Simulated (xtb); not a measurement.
xtb input (GFN2-xTB):

```bash
xtb mol.xyz --gfn 2 --sp --chrg 0 --uhf 0
```
mol.xyz:
```
20

C      1.50479766    -1.35431554    -1.18996408
N      1.27364349    -0.25039386    -0.27536067
C      2.50587514     0.39776866     0.13509978
B     -0.02115454     0.21201426     0.05944737
Cl    -0.19502823     1.95460440     0.54805789
N     -1.19029050    -0.58498330     0.04112655
C     -2.53990232    -0.05674279    -0.03947843
C     -1.16783349    -2.02279386     0.24304538
H      1.96676828    -2.21637984    -0.69363254
H      2.18237404    -1.03493855    -1.98938832
H      0.57516790    -1.67557811    -1.65119612
H      2.30257677     1.19158023     0.84691024
H      3.17870852    -0.32760997     0.60602305
H      3.03116099     0.82986090    -0.72471932
H     -3.09059491    -0.23420456     0.89173734
H     -3.09165846    -0.54481982    -0.85064648
H     -2.52243233     1.01184775    -0.22908390
H     -0.17260606    -2.35896163     0.51993839
H     -1.48883267    -2.57356807    -0.64943655
H     -1.85047243    -2.29143298     1.05669618
```

End of the output:

```
         :::::::::::::::::::::::::::::::::::::::::::::::::::::
         ::                     SUMMARY                     ::
         :::::::::::::::::::::::::::::::::::::::::::::::::::::
         :: total energy             -26.400055194134 Eh    ::
         :: gradient norm              0.015890227306 Eh/a0 ::
         :: HOMO-LUMO gap              5.210062172069 eV    ::
         ::.................................................::
         :: SCC energy               -26.683503553170 Eh    ::
         :: -> isotropic ES            0.046444500897 Eh    ::
         :: -> anisotropic ES          0.005681148943 Eh    ::
         :: -> anisotropic XC          0.012096167370 Eh    ::
         :: -> dispersion             -0.014388654354 Eh    ::
         :: repulsion energy           0.283448359036 Eh    ::
         :: add. restraining           0.000000000000 Eh    ::
         :: total charge              -0.000000000000 e     ::
         :::::::::::::::::::::::::::::::::::::::::::::::::::::

           -------------------------------------------------
          |                Property Printout                |
           -------------------------------------------------

    * Orbital Energies and Occupations

         #    Occupation            Energy/Eh            Energy/eV
      -------------------------------------------------------------
         1        2.0000           -1.0129378             -27.5634
       ...           ...                  ...                  ...
        12        2.0000           -0.5185160             -14.1095
        13        2.0000           -0.5093503             -13.8601
        14        2.0000           -0.4799921             -13.0613
        15        2.0000           -0.4792445             -13.0409
        16        2.0000           -0.4752531             -12.9323
        17        2.0000           -0.4625263             -12.5860
        18        2.0000           -0.4594663             -12.5027
        19        2.0000           -0.4490716             -12.2199
        20        2.0000           -0.4364656             -11.8768
        21        2.0000           -0.4163356             -11.3291
        22        2.0000           -0.3914384             -10.6516
        23        2.0000           -0.3803205             -10.3490
        24        2.0000           -0.3559170              -9.6850 (HOMO)
        25                         -0.1644508              -4.4749 (LUMO)
        26                         -0.0412171              -1.1216
        27                          0.0143531               0.3906
        28                          0.0354310               0.9641
        29                          0.0625613               1.7024
        30                          0.0642876               1.7494
        31                          0.0655211               1.7829
        32                          0.0734302               1.9981
        33                          0.0979395               2.6651
        34                          0.1173609               3.1936
        35                          0.1214177               3.3039
       ...                                ...                  ...
        49                          0.5203911              14.1606
      -------------------------------------------------------------
                  HL-Gap            0.1914663 Eh            5.2101 eV
             Fermi-level           -0.2601839 Eh           -7.0800 eV

     #   Z          covCN         q      C6AA      α(0)
     1   6 C        3.698    -0.043    21.521     6.635
     2   7 N        2.663    -0.179    24.891     7.410
     3   6 C        3.697    -0.039    21.439     6.623
     4   5 B        2.514     0.358    17.684     7.307
     5  17 Cl       0.835    -0.361   110.753    16.099
     6   7 N        2.663    -0.179    24.891     7.410
     7   6 C        3.697    -0.039    21.439     6.623
     8   6 C        3.698    -0.043    21.521     6.635
     9   1 H        0.924     0.034     2.533     2.489
    10   1 H        0.924     0.044     2.393     2.419
    11   1 H        0.925     0.051     2.309     2.376
    12   1 H        0.925     0.061     2.184     2.311
    13   1 H        0.924     0.036     2.508     2.477
    14   1 H        0.924     0.037     2.486     2.466
    15   1 H        0.924     0.037     2.486     2.466
    16   1 H        0.924     0.036     2.508     2.477
    17   1 H        0.925     0.061     2.184     2.311
    18   1 H        0.925     0.051     2.309     2.376
    19   1 H        0.924     0.034     2.533     2.489
    20   1 H        0.924     0.044     2.393     2.419

 Mol. C6AA /au·bohr⁶  :       3810.378503
 Mol. C8AA /au·bohr⁸  :      93131.260087
 Mol. α(0) /au        :         93.818348

Wiberg/Mayer (AO) data.
largest (>0.10) Wiberg bond orders for each atom

 ---------------------------------------------------------------------------
     #   Z sym  total        # sym  WBO       # sym  WBO       # sym  WBO
 ---------------------------------------------------------------------------
     1   6 C    3.981 --     2 N    1.011    11 H    0.982     9 H    0.977
                            10 H    0.976
     2   7 N    3.405 --     4 B    1.251     3 C    1.012     1 C    1.011
     3   6 C    3.978 --     2 N    1.012    12 H    0.981    13 H    0.978
                            14 H    0.977
     4   5 B    3.476 --     2 N    1.251     6 N    1.251     5 Cl   0.880
     5  17 Cl   0.986 --     4 B    0.880
     6   7 N    3.405 --     4 B    1.251     7 C    1.012     8 C    1.011
     7   6 C    3.978 --     6 N    1.012    17 H    0.981    16 H    0.978
                            15 H    0.977
     8   6 C    3.981 --     6 N    1.011    18 H    0.982    19 H    0.977
                            20 H    0.976
     9   1 H    0.999 --     1 C    0.977
    10   1 H    0.998 --     1 C    0.976
    11   1 H    0.997 --     1 C    0.982
    12   1 H    0.996 --     3 C    0.981
    13   1 H    0.998 --     3 C    0.978
    14   1 H    0.998 --     3 C    0.977
    15   1 H    0.998 --     7 C    0.977
    16   1 H    0.998 --     7 C    0.978
Note: The following floating-point exceptions are signalling: IEEE_UNDERFLOW_FLAG IEEE_DENORMAL
normal termination of xtb
    17   1 H    0.996 --     7 C    0.981
    18   1 H    0.997 --     8 C    0.982
    19   1 H    0.999 --     8 C    0.977
    20   1 H    0.998 --     8 C    0.976
 ---------------------------------------------------------------------------

Topologies differ in total number of bonds
Writing topology from bond orders to xtbtopo.mol

molecular dipole:
                 x           y           z       tot (Debye)
 q only:        0.138      -1.387      -0.389
   full:        0.147      -1.474      -0.413       3.909
molecular quadrupole (traceless):
                xx          xy          yy          xz          yz          zz
 q only:        5.417       1.108      -4.767      -0.158      -1.304      -0.650
  q+dip:        6.510       1.543      -6.660      -0.543      -2.178       0.150
   full:        5.981       1.327      -6.018      -0.225      -1.907       0.037

           -------------------------------------------------
          | TOTAL ENERGY              -26.400055194134 Eh   |
          | GRADIENT NORM               0.015890227306 Eh/α |
          | HOMO-LUMO GAP               5.210062172069 eV   |
           -------------------------------------------------

------------------------------------------------------------------------
------------------------------------------------------------------------
 total:
 SCF:
```
